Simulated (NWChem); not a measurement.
# CCl3, doublet; SMILES Cl[C](Cl)Cl

```xyz
4

Cl    -1.6323    -0.4235    -0.0248
C      0.0000     0.0000     0.2712
Cl     1.1829    -1.2019    -0.0248
Cl     0.4494     1.6253    -0.0248
```
Atoms are numbered in this order, from 1.

Program: NWChem. Spin-unrestricted. In the optimisation the excess spin sits in a (C3, its own frame). All runs use the structure optimised with PBE0/def2-SVP, spin-unrestricted. No stability test was run on the SCF state. Solvent water, SMD (1 M gas to 1 M solution), gas-phase geometry. Reactions with the solvent are ignored.

| level | basis functions | solvation free energy (kcal/mol) | cavity-dispersion-structure term (kcal/mol) | dipole in solution (D) | relative time |
|---|---|---|---|---|---|
| M06-2X/STO-3G | 32 | 1.8 | 2.2 | 0.02 | 1 |
| M06-2X/def2-SVP | 68 | 2.0 | 2.2 | 0.23 | 3 |
| M06-2X/def2-SVPD | 101 | 1.7 | 2.2 | 0.09 | 7 |
| M06-2X/def2-TZVP | 142 | 1.9 | 2.2 | 0.15 | 20 |
| M06-2X/def2-TZVPD | 175 | 1.8 | 2.2 | 0.08 | 20 |
| M06-2X/def2-TZVPP | 157 | 1.9 | 2.2 | 0.14 | 20 |

The last column is a rough cost ratio, cheapest run = 1.
